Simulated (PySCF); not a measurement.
Gas-phase equilibrium of 1 mol NO, 0.35 mol O2 at 1000 K and 1.01 bar, among 8 species (O2, N2, O, NO, O3, N, N2O, NO2). Only gases are allowed; each row takes one source of thermochemistry for all species, and Cantera finds the minimum.

Method: PySCF energies plus ideal-gas RRHO corrections (1 bar). 'Table' is the NASA 1993 thermochemical table (part measured, part estimated). † marks an energy on the PBE0/def2-TZVP geometry and frequencies; other levels use their own. 6-31G* has spherical d functions here. Open shells (unrestricted) among the columns below: O2 (multiplicity 3), NO (multiplicity 2, electronic degeneracy 4), NO2 (multiplicity 2); the rest are closed-shell singlets. Spin-orbit splitting is ignored; it lowers the true energy and changes the entropy of NO. B3LYP is the form with VWN-RPA correlation. The harmonic model lacks anharmonicity and excited electronic states, which grow with temperature; levels with a mode under 35 cm⁻¹ are left out.

Molecules larger than those listed are left out. Table species left out: NO3.

Mole fractions:

```json
[
 {"thermochemistry": "table", "x O2": "0.63", "x N2": "0.37", "x NO2": "3.5e-6", "x NO": "3.7e-5", "x N2O": "2.1e-9"},
 {"thermochemistry": "B3LYP/6-31G*", "x O2": "0.63", "x N2": "0.37", "x NO2": "9.1e-6", "x NO": "5.9e-5", "x N2O": "1.3e-8"},
 {"thermochemistry": "B3LYP/def2-TZVP†", "x O2": "0.63", "x N2": "0.37", "x NO2": "7.1e-6", "x NO": "4.7e-5", "x N2O": "6.8e-9"},
 {"thermochemistry": "M06-2X/def2-TZVP†", "x O2": "0.63", "x N2": "0.37", "x NO2": "5.1e-7", "x NO": "2.5e-5", "x N2O": "1.0e-9"},
 {"thermochemistry": "PBE/def2-TZVP†", "x O2": "0.63", "x N2": "0.37", "x NO2": "0.0011", "x NO": "4.8e-5", "x N2O": "1.6e-6"},
 {"thermochemistry": "PBE0/def2-SVP†", "x O2": "0.63", "x N2": "0.37", "x NO2": "8.2e-5", "x NO": "7.4e-5", "x N2O": "1.5e-7"},
 {"thermochemistry": "PBE0/def2-TZVP", "x O2": "0.63", "x N2": "0.37", "x NO2": "2.6e-5", "x NO": "4.6e-5", "x N2O": "4.3e-8"}
]
```
The most sensitive of these is NO2: it spans a factor of 10^3.3 over these rows; at this temperature one factor of ten is RT ln 10 = 19 kJ/mol.
